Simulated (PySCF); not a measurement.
C4H6O2, SMILES CC1OC=CO1. Geometry: PBE-D3(BJ)/def2-SVP. The values are those of a single conformer.

Computed equilibrium geometry at PBE-D3(BJ)/def2-SVP (PySCF confirms it by a frequency run) as bond lengths and angles, and its point group (one conformer of several):
point group Cs.
Atoms: C1 C2 O3 C4 C5 O6 H7 H8 H9 H10 H11 H12. Bond lengths (Å): C1–C2 1.520, C1–H7 1.107, C1–H8 1.108, C1–H9 1.107, C2–O3 1.441, C2–O6 1.441, C2–H10 1.114, O3–C4 1.384, C4–C5 1.345, C4–H11 1.094, C5–O6 1.384, C5–H12 1.094. Angles (°): C2–C1–H7 110.1, C2–C1–H8 109.7, C2–C1–H9 110.1, H7–C1–H8 109.0, H7–C1–H9 109.0, H8–C1–H9 109.0, C1–C2–O3 110.7, C1–C2–O6 110.7, C1–C2–H10 111.7, O3–C2–O6 106.7, O3–C2–H10 108.4, O6–C2–H10 108.4, C2–O3–C4 105.2, O3–C4–C5 110.5, O3–C4–H11 117.2, C5–C4–H11 132.3, C4–C5–O6 110.5, C4–C5–H12 132.3, O6–C5–H12 117.2, C2–O6–C5 105.2.
